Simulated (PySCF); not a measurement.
C6H2N4S2. Atoms are numbered in the order given.

```xyz
14

C      0.0000     0.0000    -1.4739
C      0.0000     1.1929    -0.7385
C      0.0000     1.1929     0.7385
C      0.0000     0.0000     1.4739
C      0.0000    -1.1929     0.7385
N      0.0000    -2.4431     1.2569
S      0.0000    -3.4719     0.0000
N      0.0000    -2.4431    -1.2569
C      0.0000    -1.1929    -0.7385
N      0.0000     2.4431     1.2569
S      0.0000     3.4719     0.0000
N      0.0000     2.4431    -1.2569
H      0.0000     0.0000    -2.5628
H      0.0000     0.0000     2.5628
```

The structure is a stationary point at B3LYP-D3(BJ)/def2-SVP.

The numbers are results of TDDFT-PBE/def2-SVP run with PySCF 2.14.0, not measurements.

Vertical excitations. The molecule is in vacuum. State labels are in the subgroup D2h.

```
state  symmetry  energy (eV)  λ (nm)      f                            main pairs
-----  --------  -----------  ------  -----  ------------------------------------
S1          B1u         2.31     538  0.034                       HOMO→LUMO 100 %
S2           Au         3.17     391  0.000                      HOMO−2→LUMO 99 %
S3          B2g         3.18     390  0.000                      HOMO−3→LUMO 99 %
S4          B3g         3.49     355  0.000    HOMO→LUMO+1 82 %, HOMO−5→LUMO 18 %
S5          B3u         3.76     329  0.001                     HOMO−4→LUMO 100 %
S6          B2u         3.80     326  0.335                      HOMO−1→LUMO 91 %
S7          B1g         4.21     294  0.000                      HOMO−6→LUMO 99 %
S8          B3g         4.55     272  0.000    HOMO−5→LUMO 77 %, HOMO→LUMO+1 15 %
S9           Ag         4.76     260  0.000  HOMO−1→LUMO+1 58 %, HOMO−7→LUMO 41 %
S10         B1u         4.81     258  0.003    HOMO−8→LUMO 72 %, HOMO→LUMO+2 25 %
T1          B1u         1.27     979      0                        HOMO→LUMO 99 %
T2          B2u         2.71     457      0                     HOMO−1→LUMO 100 %
T3           Au         2.93     424      0                      HOMO−2→LUMO 99 %
T4          B2g         2.94     422      0                      HOMO−3→LUMO 99 %
```
Triplets are in the Tamm–Dancoff approximation, which puts them higher than full response would, so one can lie above its singlet here.
